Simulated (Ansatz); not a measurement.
Total energies of CH6AlISi.

```xyz
10

Al   -1.107    0.438   -1.416
C     0.502    0.324   -0.285
Si    0.645   -0.855    1.150
I    -0.139    2.286    0.477
H    -2.437   -0.202   -0.849
H    -0.951    1.052   -2.866
H     1.450    0.534   -0.781
H     1.640   -0.405    2.160
H     1.076   -2.173    0.605
H    -0.680   -0.998    1.804
```

Charge 0, multiplicity 1. Correlated methods include outer-core shells of I, which these sets cover unevenly. I: def2 effective core potential. The bonds changed during the relaxation, so this is another structure than the one it started from. All single points use the PBE0-D4/def2-TZVP geometry. Basis def2-TZVPP, Ansatz 0.2.0.

RPA on PBE orbitals: Hartree–Fock energy of these orbitals -868.84095 Eh, correlation -1.34773 Eh (frozen core).

| functional | energy without D4 (Eh) | D4 term (kJ/mol) |
| --- | --- | --- |
| BHLYP | -871.29071 | -41.2 |
| ωB97X-V | -871.25871 | – |

**Question.** Give the same for LDA (SPW92), PBE, revPBE, BLYP, r2SCAN, B97M-V, PBE0, B3LYP, r2SCANh, r2SCAN0, HSE06 (plane-wave form), CAM-B3LYP, LC-ωPBE, ωB97M-V, B2PLYP, PBE-QIDH. (An estimate is asked.)

**Answer.** Computed: 
```
             functional  energy without D4 (Eh)  D4 term (kJ/mol)
            LDA (SPW92)              -868.32245                 –
                    PBE              -870.99819             -27.6
                 revPBE              -871.27702             -68.5
                   BLYP              -871.27595             -58.6
                 r2SCAN              -871.40156              -6.3
                 B97M-V              -871.22648                 –
                   PBE0              -871.08748             -23.6
                  B3LYP              -871.51034             -45.3
                r2SCANh              -871.38659              -6.9
                r2SCAN0              -871.36513              -7.7
HSE06 (plane-wave form)              -871.07033             -22.5
              CAM-B3LYP              -871.35093             -24.7
                LC-ωPBE              -871.20111                 –
                ωB97M-V              -871.27707                 –
                 B2PLYP              -870.91838                 –
               PBE-QIDH              -870.75917                 –
```

B3LYP takes the VWN-RPA correlation (the form of Gaussian; ORCA's B3LYP/G). HSE06 is the plane-wave form, built on full-range PBE exchange. The double hybrids freeze the cores in their second-order part.

LC-ωPBE has ω = 0.4 bohr⁻¹.
